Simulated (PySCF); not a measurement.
Can point charges reproduce the dipole moment of `C1S(=O)(=O)CCCC=1`?

Coordinates (GFN2-xTB, Å) and charges (e) from the PBE0/pcSseg-1 density (PySCF):

```csv
atom,x,y,z,Mulliken,IAO,Hirshfeld,ESP-fitted
O1,0.816,-2.344,1.440,-0.5335,-0.8896,-0.3297,-0.5600
S2,0.714,-1.484,0.293,+1.0020,+1.9965,+0.5107,+1.1260
O3,1.258,-1.962,-0.950,-0.5300,-0.8921,-0.3232,-0.5343
C4,1.488,0.079,0.700,-0.2508,-0.4061,-0.0739,-0.4811
C5,0.907,1.239,0.463,-0.1259,-0.1149,-0.0202,+0.0019
C6,-0.422,1.432,-0.193,-0.1863,-0.2690,-0.0637,-0.1193
C7,-0.950,0.192,-0.910,-0.2786,-0.2686,-0.0683,+0.1275
C8,-1.015,-0.999,0.023,-0.3046,-0.4640,-0.0741,-0.4370
H9,2.446,-0.026,1.176,+0.1499,+0.1851,+0.0664,+0.2439
H10,1.404,2.155,0.762,+0.1227,+0.1618,+0.0602,+0.1162
H11,-1.138,1.751,0.574,+0.1468,+0.1517,+0.0496,+0.0701
H12,-0.338,2.256,-0.906,+0.1489,+0.1578,+0.0547,+0.0636
H13,-1.934,0.407,-1.332,+0.1402,+0.1505,+0.0519,+0.0241
H14,-0.276,-0.071,-1.728,+0.1621,+0.1581,+0.0398,+0.0280
H15,-1.524,-1.850,-0.420,+0.1762,+0.1783,+0.0663,+0.1669
H16,-1.442,-0.766,0.995,+0.1607,+0.1645,+0.0537,+0.1636
```

Task: What dipole does each set of charges give (1 e·Å = 4.803 D), and what does the density give?

Result: The full density gives (-2.63, 4.92, -0.18) D, 5.58 D in size; dipole vectors point from the negative to the positive end.

```json
{"scheme": "Mulliken", "μx": "-3.44", "μy": "5.10", "μz": "-0.41", "size (D)": "6.17", "share of the full size (%)": "111", "angle to the full dipole (°)": "6"}
{"scheme": "IAO", "μx": "-3.27", "μy": "6.18", "μz": "0.00", "size (D)": "6.99", "share of the full size (%)": "125", "angle to the full dipole (°)": "2"}
{"scheme": "Hirshfeld", "μx": "-1.87", "μy": "3.75", "μz": "-0.08", "size (D)": "4.19", "share of the full size (%)": "75", "angle to the full dipole (°)": "2"}
{"scheme": "ESP-fitted", "μx": "-2.65", "μy": "4.94", "μz": "-0.18", "size (D)": "5.61", "share of the full size (%)": "101", "angle to the full dipole (°)": "0"}
```

Task: Which set comes closest?

Result: Length of the difference vector: ESP-fitted 0.04 D, Mulliken 0.86 D, Hirshfeld 1.39 D, IAO 1.43 D. Closest: ESP-fitted. The schemes that divide the density aren't constrained to reproduce the dipole.

Task: What is left for the Hirshfeld atoms' own dipoles?

Result: The shares of the density sum to the whole, so what Σ q r misses lies in dipoles about the nuclei. The atomic dipoles sum to (-2.63, 4.92, -0.18) − (-1.87, 3.75, -0.08) = (-0.76, 1.17, -0.10) D, 1.39 D in size.

Task: With the origin at the mean of the coordinates, (0.000, 0.001, -0.001) Å, which are the largest single terms, by size, of the IAO dipole along the direction of the full one?

Result: S2 -15.86, O1 +10.67, O3 +9.83, C6 -1.90, H12 +1.65 D; all 16 atoms together +6.99 D. The single terms depend on the origin, their sum doesn't.

Task: Give the size of the full dipole in other units.

Result: 5.58 D = 2.194 au = 1.161 e·Å = 18.60 × 10⁻³⁰ C·m.

Geometry: GFN2-xTB, one conformer, isolated molecule.
